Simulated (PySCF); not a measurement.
SbCl: from constants to spectrum

UHF-CCSD(T) constants of SbCl, ³Σ⁻ (triplet), unpaired electrons π ↑↑ (basis Sb cc-pVDZ-PP with ECP28, Cl cc-pV(D+d)Z; scalar-relativistic core potentials; PySCF 2.14; masses 120.9038 and 34.9689 u):

| Item | Value |
| --- | --- |
| ωe | 355.3 cm⁻¹ |
| ωexe | 1.17 cm⁻¹ |
| Be | 0.10856 cm⁻¹ |
| αe | 0.000479 cm⁻¹ |
| D (centrifugal) | 4.05e-08 cm⁻¹ |
| De to Sb + Cl | 2.39 eV |

(1) Give the vibrational terms G(v) and spacings up to v = 6.

(2) How well does the Morse estimate ωe²/(4ωexe) reproduce De, and what is D0?

Correlated steps freeze 9 core orbitals. Correlated levels converge slowly with the basis: in double zeta they bind strong bonds too weakly, by up to about 1 eV, and carry superposition errors of some tenths. These are scalar-relativistic numbers at best; spin–orbit coupling would shift them, the dissociation energy most. The state is the lowest determinant that a PBE0 search found; another state may lie lower at other levels.

Results:

(1) G(v) = ωe(v+½) − ωexe(v+½)².

```csv
v,G(v) (cm⁻¹),G(v) − G(v−1),Bv (cm⁻¹)
0,177.4,,0.1083
1,530.3,353.0,0.1078
2,880.9,350.6,0.1074
3,1229.2,348.3,0.1069
4,1575.2,345.9,0.1064
5,1918.8,343.6,0.1059
6,2260.0,341.3,0.1054
```

(2) It gives 3.34 eV, 140 % of the computed De. D0 = De − G(0) = 2.39 − 0.02 = 2.37 eV.
